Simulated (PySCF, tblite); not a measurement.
Compound: C5H8B2O.
SMILES with atom numbers: `[BH2:1][CH2:2][BH:3][c:4]1[cH:5][cH:6][cH:7][o:8]1` (hydrogens: H9, H10 on B1; H11, H12 on C2; H13 on B3; H14 on C5; H15 on C6; H16 on C7)

Structure used (PBE0-D3(BJ)/def2-SVP), in Å, numbered top down from 1:
```
atom  x, y, z in Å
B1     2.4808    1.0592    0.2510
C2     2.0851   -0.3853    0.6603
B3     0.8781   -0.7046   -0.2967
C4    -0.5625   -0.3719    0.0728
C5    -1.7559   -0.5421   -0.6068
C6    -2.7953   -0.0539    0.2209
C7    -2.1689    0.3855    1.3600
O8    -0.8546    0.2027    1.2870
H9     3.2501    1.2605   -0.6625
H10    1.9829    2.0136    0.8047
H11    1.7365   -0.4206    1.7039
H12    2.8971   -1.0977    0.4489
H13    1.0572   -1.1957   -1.3883
H14   -1.8488   -0.9750   -1.6011
H15   -3.8630   -0.0242    0.0152
H16   -2.5470    0.8375    2.2752
```

Jobs on this species (16 atoms, 56 electrons) with PySCF (density fitting) and tblite. Hardware of each: one thread, Arm Neoverse V2 (aarch64), shared host. Times come from a shared host and carry two figures at best.

```csv
level and settings,work,basis functions,SCF cycles,wall time
GFN2-xTB,L-BFGS relaxation,–,–,0.56 s
"PBE0-D3(BJ)/def2-SVP, grid level 1",geometry optimisation from a GFN2-xTB start shaken at random,152,?,?
B3LYP/pcJ-1,"spin–spin couplings from 15 perturbed nuclei, spin–dipole term for 2 of them",296,?,?
CAM-B3LYP/pcSseg-1,"shieldings, ring-centre shieldings",176,13,28 s
"delta-SCF UKS SCAN, pcX-2 on the ionised atom, pcseg-1 elsewhere, spin-free X2C","ΔSCF core ionisation, 8 holes",183,168,1.7 min
CAM-B3LYP/def2-SVPD,"10 singlets by full TDDFT, 4 Tamm–Dancoff triplets, polarisability, ΔSCF ions",227,13,2.5 min
PBE0/pcSseg-1,"shieldings, ring-centre shieldings, charges and field gradients",176,14,23 s
```

Question: Fill in the missing figures.

Answer: 
- PBE0-D3(BJ)/def2-SVP, grid level 1; geometry optimisation from a GFN2-xTB start shaken at random: 88 s, 62 SCF cycles
- B3LYP/pcJ-1; spin–spin couplings from 15 perturbed nuclei, spin–dipole term for 2 of them: 96 s, 15 SCF cycles

Question: What do all jobs in the table cost together?

Answer: About 8.1 min; the longest takes about 31 % of that, and about 270 times as long as the shortest.
